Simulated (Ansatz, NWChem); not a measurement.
Ansatz → NWChem

This Ansatz 0.2.0 job computes GeH4 (germane):

job.yaml:
```yaml
basis:
  gaussian:
    orbitals: 6-311G_st__st_.json
crystal:
  periodic: [false, false, false]
  atoms:
    - {symbol: Ge, position_ang: [0.000100, 0.000100, -0.000000]}
    - {symbol: H, position_ang: [1.148100, -0.756300, 0.680600]}
    - {symbol: H, position_ang: [-1.238800, -0.030000, 0.904200]}
    - {symbol: H, position_ang: [-0.329200, -0.669100, -1.340600]}
    - {symbol: H, position_ang: [0.419800, 1.455400, -0.244100]}
hamiltonian:
  xc: {name: B3LYP}
accuracy: high
output:
  forces: true
  orbitals: {seedname: orbitals}
```

```bash
$ ansatz run job.yaml --threads 1 --pin off --max-ram 2610MiB --events-out events.jsonl --progress --plain --runs-dir runs
```

(Basis files named in the input come from the Basis Set Exchange and aren't shown.)

The shape is that of a PBE0-D4/def2-TZVP optimisation.

It gives a total energy of -2079.404368 Eh.

Write the same calculation for NWChem 7.3.0 as an ASE script.

One way, which was run:

geh4.xyz:
```
5

Ge     0.000100     0.000100     0.000000
H      1.148100    -0.756300     0.680600
H     -1.238800    -0.030000     0.904200
H     -0.329200    -0.669100    -1.340600
H      0.419800     1.455400    -0.244100
```

run.py:
```python
from ase.io import read
from ase.calculators.nwchem import NWChem

mol = read('geh4.xyz')

calc = NWChem(
    label='geh4',
    theory='dft',
    memory='2200 mb',
    basis='6-311G**',
    basispar='spherical bse',
    dft={'xc': 'b3lyp', 'mult': '1', 'grid': 'xfine', 'convergence': 'energy 1e-08', 'iterations': '100', 'mulliken': None},
)
mol.calc = calc

forces = mol.get_forces()
print(f"energy = {mol.get_potential_energy():.6f} eV")
print("forces (eV/A):")
for s, f in zip(mol.symbols, forces):
    print(f"{s:2s} {f[0]:10.5f} {f[1]:10.5f} {f[2]:10.5f}")
print("dipole (e A):", mol.get_dipole_moment().round(4))
```

```bash
$ export ASE_NWCHEM_COMMAND="nwchem PREFIX.nwi > PREFIX.nwo"
$ python run.py
```

Its energy is -2079.404368 Eh, 0.000 mEh from the first.
